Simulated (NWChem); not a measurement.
Molecule: C3H6Ge; SMILES C=C=[CH][GeH3]

Results from NWChem. All runs use the structure optimised with PBE-D3(BJ)/def2-SVP. Ions are spin-unrestricted doublets at the neutral geometry; other ion states weren't tried.

For level LRC-wPBEh/def2-SVP:

```yaml
"−ε(HOMO) (eV)": 9.21
```

**Question.** How do the values read with level B3LYP/def2-SVP instead?

**Answer.** 
- −ε(HOMO) (eV): 7.10
